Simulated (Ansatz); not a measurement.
`C[SiH](F)C#N` + H₂S → `C[SiH](S)C#N` + H–F  (ligand exchange at the Si–F bond)

Calculated with Ansatz (gas phase, PBE0-D4/def2-TZVP geometries, no zero-point term in ΔE). CBS: MP2 limit from def2 TZ/QZ plus the TZ coupled-cluster correction, frozen cores. This one scheme is used for every species. Functionals use def2-TZVPP. B3LYP here is the variant with VWN-RPA as its local correlation; programs differ in this. One conformer a species, not always the lowest.

CCSD(T)/CBS gives +74.3 kJ/mol.

(1) Another level gave +65.5 kJ/mol. Which?
A. PBE0-D4/def2-TZVPP
B. CCSD(T)/def2-TZVPP
C. CCSD/def2-TZVPP
D. B3LYP/def2-TZVPP

Largest T1 diagnostic among the species: 0.012.

Results:

(1) A. PBE0-D4 65.5, B3LYP 88.7, CCSD(T)/def2-TZVPP 77.7, CCSD/def2-TZVPP 82.2 kJ/mol.

The D4 term adds −9.2 kJ/mol with B3LYP and −5.1 kJ/mol with PBE0; it sums over pairs of atoms, weighted by their polarisabilities, and B3LYP, whose exchange is more repulsive, gets the larger term. In def2-TZVPP, CCSD(T) changes the Hartree–Fock value by −23.4 kJ/mol (the triples alone add −4.5 kJ/mol) and MP2 by −29.6 kJ/mol.
